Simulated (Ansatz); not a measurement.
Ansatz (a first-principles code) input (MP2/6-31G*):

Ansatz 0.2 input:
```yaml
crystal:
  periodic: [false, false, false]
  atoms:
    - {symbol: F, position_ang: [-0.59245173, 1.08365604, 0.04027129]}
    - {symbol: C, position_ang: [0.00000000, -0.00000000, 0.00000000]}
    - {symbol: F, position_ang: [-0.64286993, -1.05424444, -0.04709727]}
    - {symbol: F, position_ang: [1.23532166, -0.02941160, 0.00682598]}
basis:
  gaussian:
    orbitals: 6-31G*
total_charge: 1
magnetization: {spin_polarized: false}
correlation: {method: mp2, electrons: outside_noble_gas}
relax: {f_tol: 0.003, max_steps: 120}
```

Task: Predict the final energy.

Result: -336.43021 Eh.
